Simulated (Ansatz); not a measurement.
Consider the ligand exchange at the Al–N bond: `CC[N]([AlH2])[SiH3]` + `CNC` → `C[N](C)[AlH2]` + `CCN[SiH3]`.

Computed with Ansatz on PBE0-D4/def2-TZVP structures; ΔE is electronic, products minus reactants. CCSD(T)/CBS adds triple-zeta CCSD(T) − MP2 to the extrapolated MP2 energy (def2 sets, frozen cores). This one scheme is used for every species. Functionals use def2-TZVPP. B3LYP here is the variant with VWN-RPA as its local correlation; programs differ in this. HSE06 is defined as in plane-wave codes. Each species was taken in one conformer, which may not be the lowest.

```tsv
level	ΔE (kJ/mol)	difference from CCSD(T)/CBS
LDA (SPW92)	-1.0	-6.5
PBE-D4	2.3	-3.2
BLYP-D4	1.8	-3.7
r2SCAN-D4	2.7	-2.8
B97M-V	2.3	-3.2
PBE0-D4	3.7	-1.8
B3LYP-D4	2.6	-2.9
r2SCAN0-D4	3.7	-1.8
HSE06-D4	3.7	-1.8
BHLYP-D4	4.6	-0.9
CAM-B3LYP-D4	1.1	-4.4
ωB97X-V	3.8	-1.7
B2PLYP	0.7	-4.8
PBE-QIDH	3.9	-1.6
PBE	-0.8	-6.3
revPBE	-1.8	-7.3
BLYP	-4.3	-9.8
r2SCAN	1.8	-3.7
PBE0	0.8	-4.7
B3LYP	-2.6	-8.1
r2SCANh	2.1	-3.4
r2SCAN0	2.6	-2.9
HSE06	0.9	-4.6
CAM-B3LYP	-2.0	-7.5
LC-ωPBE	0.7	-4.8
RPA@PBE/def2-TZVPP	5.7	0.2
HF/def2-SVP	0.8	-4.7
MP2/def2-SVP	4.0	-1.5
CCSD/def2-SVP	3.4	-2.1
CCSD(T)/def2-SVP	4.1	-1.4
HF/def2-TZVPP	0.7	-4.8
MP2/def2-TZVPP	5.2	-0.3
SCS-MP2/def2-TZVPP	4.4	-1.1
CCSD/def2-TZVPP	4.4	-1.1
CCSD(T)/def2-TZVPP	5.4	-0.1
HF/def2-QZVPP	0.9	-4.6
MP2/def2-QZVPP	5.4	-0.1
SCS-MP2/def2-QZVPP	4.4	-1.1
HF/CBS(def2)	0.9	-4.6
MP2/CBS(def2)	5.3	-0.2
CCSD(T)/CBS	5.5	0
```

Largest T1 diagnostic among the species: 0.012.

In def2-TZVPP, CCSD(T) changes the Hartree–Fock value by +4.7 kJ/mol (the triples alone add +1.0 kJ/mol) and MP2 by +4.6 kJ/mol. Leaving LDA and LC-ωPBE aside and taking each functional with its dispersion term where it has one, the values spread over 3.9 kJ/mol, from B2PLYP to BHLYP-D4.

CCSD(T)/CBS has its own doubt, a few kJ/mol and more with outer-core shells, so smaller differences from it don't rank the levels.
